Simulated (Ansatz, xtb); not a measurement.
CCl2Si: which of two structures lies lower

We compare a, a singlet given by its coordinates, with b, `[Si]=C(Cl)Cl`, a singlet. Both are isolated molecules in the gas phase, relaxed with PBE0-D3(BJ)/pcseg-1.

a (Å):

```yaml
atoms:
  - { symbol: C, position_ang: [0.7896, 0.1582, -0.1804] }
  - { symbol: Cl, position_ang: [1.9576, 0.4603, -1.2851] }
  - { symbol: Cl, position_ang: [-1.7306, 0.0114, 1.6715] }
  - { symbol: Si, position_ang: [0.1521, -0.6991, 1.1506] }
```

Close contacts (Å): C1–Cl2 1.64, C1–Si4 1.71, Cl3–Si4 2.08.

b (Å):

```xyz
4

C    -0.1654    0.3590    0.6360
Cl   -0.8797   -1.1043    0.0279
Cl    0.1909    1.5853   -0.5430
Si    0.1747    0.5840    2.3353
```

Energies in hartree; the thermal terms are from PBE0-D3(BJ)/pcseg-1 harmonic frequencies (ideal gas, rigid rotor, one conformer each, 200 K, 1 atm) and include the zero-point energy:

|  | a | b |
| --- | --- | --- |
| E, CCSD(T)/def2-TZVPP | −1246.446885 | −1246.445891 |
| zero-point energy | 0.006738 | 0.007011 |
| H(200 K) − E | 0.010279 | 0.010474 |
| G(200 K) − E | −0.011815 | −0.011232 |

Question: Work out ΔE, ΔE₀, ΔH and ΔG for a → b in kcal/mol (1 Eh = 627.51 kcal/mol) and the equilibrium ratio [b]/[a].

Answer: 1. ΔE = −1246.445891 − (−1246.446885) = +0.000994 Eh = +0.62 kcal/mol.
2. ΔE₀ = ΔE + ΔZPE = +0.000994 + (+0.000273) Eh = +0.80 kcal/mol.
3. ΔH = ΔE + (+0.000195) Eh = +0.75 kcal/mol.
4. ΔG = ΔE + (+0.000583) Eh = +0.99 kcal/mol, so ΔS = (ΔH − ΔG)/T = −5.1 J/(mol K).
5. kT = 0.6334 mEh, so K = [b]/[a] = exp(−ΔG/kT) = exp(−2.49) ≈ 0.083.

The two are too close for this level to say which is favoured. An error of 1 kcal/mol in ΔG would change K by a factor of 12. Large T1 diagnostics make the coupled-cluster value less sure. Mirror images and further conformers aren't counted.

Other levels gave ΔE = −2.7 (PBE0-D3(BJ)/pcseg-1); −1.7 (HF/def2-TZVPP); −8.1 (MP2/def2-TZVPP) kcal/mol. The correlated steps freeze 16 core orbitals. Programs: Ansatz 0.2.0.
